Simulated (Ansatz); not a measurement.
Cl$_{2}$Mg, charge +1, doublet, at a GFN2-xTB geometry (such geometries of metal compounds can be far from the true shape) (a state made from the parent by changing its charge; the spin is typed, not shown lowest); CAM-B3LYP/def2-SV(P) (Ansatz, an electronic-structure program).

Here is a job for Ansatz.
Ansatz 0.2 input:
```yaml
crystal:
  periodic: [false, false, false]
  atoms:
    - {symbol: Mg, position_ang: [0.00000000, 0.00000000, 0.00000000]}
    - {symbol: Cl, position_ang: [-0.00000000, -0.00000000, -2.17107165]}
    - {symbol: Cl, position_ang: [0.00000000, 0.00000000, 2.17107165]}
basis:
  gaussian:
    orbitals: def2-SV_P_.json
    symmetry_tolerance_ang: 0.01
hamiltonian:
  xc: cam_b3lyp
total_charge: 1
magnetization: {spin_polarized: true, initial_magnetization: 1}
```
The basis file holds def2-SV(P) in the JSON format of the Basis Set Exchange.

Output, abridged:

```
Functional definition: CAM-B3LYP
466 factors; integrals over basis functions are off by at most 2.6e-4 eV
190 factors; integrals over basis functions are off by at most 2.4e-5 eV
mean field evaluation 1: about -30471.3167 eV, gradient 1.9e1 eV
mean field evaluation 2: about -30472.4080 eV, gradient 1.4e1 eV
mean field evaluation 4: about -30473.3702 eV, gradient 4.4e-1 eV
mean field evaluation 8: about -30473.4257 eV, gradient 8.8e-3 eV
mean field evaluation 16: about -30473.4257 eV, gradient 1.3e-5 eV
mean field evaluation 32: about -30473.4257 eV, gradient 4.9e-6 eV
mean field -30473.42567723 eV, -1119.8777380085 hartree, gradient 4.9e-6 eV, S^2 0.758690; 3 other end points of the search recorded, 0 dependent functions left out
reference -30473.42578382 eV, -1119.8777419257 hartree; 23, 22 occupied and 31, 32 virtual orbitals, 466 factors
Total energy: -30473.42578382 eV, -1119.8777419257 hartree
```
